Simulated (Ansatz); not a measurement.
Born–Oppenheimer molecular dynamics of C₂H₄O₃Si (10 atoms, charge 0, multiplicity 1). It goes on from the last frame of an earlier run, with new velocities.

These are results of UKS B3LYP/STO-3G in Ansatz 0.2.0, not measurements.

```yaml
ensemble: NVE (Milne-controlled integrator)
time_step: 0.5 fs
steps_asked: 207
starting_velocities_drawn_for: 500 K
seed: 125505
```

First frame:

```xyz
10
Properties=species:S:1:pos:R:3
O 0.914 -1.672 -0.065
C 0.645 -0.707 -0.814
O 1.124 -0.570 -2.149
C -0.183 0.598 -0.428
O -0.312 1.548 -1.246
Si -0.809 0.578 1.418
H 1.586 -1.482 -2.261
H -1.900 -0.435 1.466
H -1.298 1.906 1.722
H 0.211 0.215 2.297
```

**Question.** What does the run give?

**Answer.** The run went to its last step.

```
steps done                                               : 207
time covered                                             : 103.5 fs
mean temperature over the second half                    : 285 K
spread of the potential energy over the second half      : 4.1 meV per atom
mean potential energy of the second half above the start : 22.2 meV per atom
```

The conserved energy stayed within 0.011 meV per atom of its start (net change -0.0085 meV per atom), so the integration is sound. Over the second half the temperature averaged 0.57 of the 500 K drawn at the start: a run that starts near a minimum puts about half its kinetic energy into the potential. A run of 0.1 ps of so small a system gives no equilibrium averages. Limits of this set-up: minimal basis.

**Question.** What happens to the structure?

**Answer.** The same pairs are bonded in the first frame and the last. Pairs count as bonded within 1.25 times the sum of covalent radii (0.12 Å more for H–H). Another seed would give other details.

**Question.** How do temperature and energy run in time?

**Answer.** 
```json
{"time (fs)": "0", "T (K)": "500", "potential energy less start (eV)": "0.000", "conserved less start (meV/atom)": "0.00"}
{"time (fs)": "8.5", "T (K)": "293", "potential energy less start (eV)": "0.214", "conserved less start (meV/atom)": "0.00"}
{"time (fs)": "17", "T (K)": "252", "potential energy less start (eV)": "0.257", "conserved less start (meV/atom)": "0.00"}
{"time (fs)": "25.5", "T (K)": "430", "potential energy less start (eV)": "0.072", "conserved less start (meV/atom)": "0.00"}
{"time (fs)": "34", "T (K)": "193", "potential energy less start (eV)": "0.318", "conserved less start (meV/atom)": "0.00"}
{"time (fs)": "42.5", "T (K)": "266", "potential energy less start (eV)": "0.242", "conserved less start (meV/atom)": "-0.01"}
{"time (fs)": "51", "T (K)": "365", "potential energy less start (eV)": "0.140", "conserved less start (meV/atom)": "0.00"}
{"time (fs)": "59.5", "T (K)": "247", "potential energy less start (eV)": "0.262", "conserved less start (meV/atom)": "0.00"}
{"time (fs)": "68", "T (K)": "345", "potential energy less start (eV)": "0.160", "conserved less start (meV/atom)": "-0.01"}
{"time (fs)": "76.5", "T (K)": "277", "potential energy less start (eV)": "0.230", "conserved less start (meV/atom)": "-0.01"}
{"time (fs)": "85", "T (K)": "307", "potential energy less start (eV)": "0.199", "conserved less start (meV/atom)": "0.00"}
{"time (fs)": "93.5", "T (K)": "261", "potential energy less start (eV)": "0.247", "conserved less start (meV/atom)": "0.00"}
{"time (fs)": "102", "T (K)": "270", "potential energy less start (eV)": "0.238", "conserved less start (meV/atom)": "0.00"}
```

Run time: 12 min on 1 thread of Arm Neoverse V2, with other jobs on the host, peak memory 0.14 GiB.
